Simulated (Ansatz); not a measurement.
Reaction (atomization): `SC[NH][GeH3]` → C• + Ge• + 7 H• + N• + S•

Computed with Ansatz on PBE0-D4/def2-TZVP structures; ΔE is electronic, products minus reactants. CBS: MP2 limit from def2 TZ/QZ plus the TZ coupled-cluster correction, frozen cores. This one scheme is used for every species, atoms too. DFT in def2-TZVPP. B3LYP here is the variant with VWN-RPA as its local correlation; programs differ in this. Open shells (•) are unrestricted, without spin–orbit coupling. Spin–orbit coupling would lower the free atoms: a little for C, S; clearly for Ge. For Ge outer-core shells are correlated without core-valence functions, so the limit isn't a true one: a few kJ/mol of doubt a bond, and 10 to 20 or more in all where bonds break to atoms. Scalar relativity is left out up to krypton. Each species was taken in one conformer, which may not be the lowest.

| level | ΔE (kJ/mol) | difference from CCSD(T)/CBS |
| --- | --- | --- |
| PBE-D4 | 3499.0 | 37.4 |
| r2SCAN-D4 | 3449.3 | -12.3 |
| PBE0-D4 | 3443.9 | -17.7 |
| B3LYP-D4 | 3451.6 | -10.0 |
| ωB97X-V | 3479.3 | 17.7 |
| ωB97M-V | 3459.3 | -2.3 |
| B2PLYP | 3404.6 | -57.0 |
| PBE | 3475.1 | 13.5 |
| r2SCAN | 3443.6 | -18.0 |
| PBE0 | 3423.7 | -37.9 |
| B3LYP | 3413.0 | -48.6 |
| HF/def2-TZVPP | 2399.7 | -1061.9 |
| MP2/def2-TZVPP | 3377.8 | -83.8 |
| SCS-MP2/def2-TZVPP | 3394.9 | -66.7 |
| CCSD/def2-TZVPP | 3317.3 | -144.3 |
| CCSD(T)/def2-TZVPP | 3370.0 | -91.6 |
| HF/def2-QZVPP | 2403.6 | -1058.0 |
| MP2/def2-QZVPP | 3431.7 | -29.9 |
| SCS-MP2/def2-QZVPP | 3458.2 | -3.4 |
| HF/CBS(def2) | 2404.3 | -1057.3 |
| MP2/CBS(def2) | 3469.4 | 7.8 |
| CCSD/CBS(def2) | 3408.9 | -52.7 |
| CCSD(T)/CBS | 3461.6 | 0 |

Largest T1 diagnostic among the species: 0.011.

In def2-TZVPP, CCSD(T) changes the Hartree–Fock value by +970.3 kJ/mol (the triples alone add +52.7 kJ/mol) and MP2 by +978.1 kJ/mol; breaking electron pairs costs correlation energy, which Hartree–Fock lacks. From PBE to PBE0 (25 % exact exchange), in def2-TZVPP and without D4, ΔE moves by −51.4 kJ/mol: exact exchange takes away binding that semilocal exchange gives to molecules. The D4 term adds +38.5 kJ/mol with B3LYP and +20.2 kJ/mol with PBE0; it sums over pairs of atoms, weighted by their polarisabilities, and B3LYP, whose exchange is more repulsive, gets the larger term.

For atomizations the MP2-based limit and the directly extrapolated one differ by several kJ/mol either way, and by 10 to 25 for some Ge, Se and Sn compounds, so smaller differences from it don't rank the levels.
